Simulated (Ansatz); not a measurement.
Molecule: sum formula BNH3, charge 0, multiplicity 2. It need not be the lowest isomer of its formula. 
Coordinates optimised at B3LYP-D3(BJ)/def2-TZVP (Ansatz, a program for electronic structure):
```xyz
5

B     -0.8557    -0.0049    -0.0224
N      0.5158    -0.1008     0.0086
H     -1.4780     1.0104     0.0090
H      1.1355     0.6983     0.0620
H      1.0102    -0.9785    -0.0196
```
Charge 0, spin multiplicity 2.

Basis-set convergence of Hartree-Fock and MP2 correlation energies (hartree) with Ansatz. Valence correlation only, unless marked. UHF or UKS for open shells. Spin-orbit coupling is left out. No relativistic terms.

```json
[
 {"basis": "def2-SVPD", "functions": "64", "E(HF)": "-80.79945", "E(corr, MP2)": "-0.25076"},
 {"basis": "def2-TZVPPD", "functions": "125", "E(HF)": "-80.88881", "E(corr, MP2)": "-0.29640"},
 {"basis": "def2-QZVPPD", "functions": "225", "E(HF)": "-80.89262", "E(corr, MP2)": "-0.31621"}
]
```

Extrapolating the two largest sets (X = 3 and 4) as X^-3: E(corr) = (64·(-0.31621) - 27·(-0.29640))/37 = -0.3307 Eh, an estimate of the basis-set limit. The largest set recovers 95.6 % of it, the smallest 75.8 %.
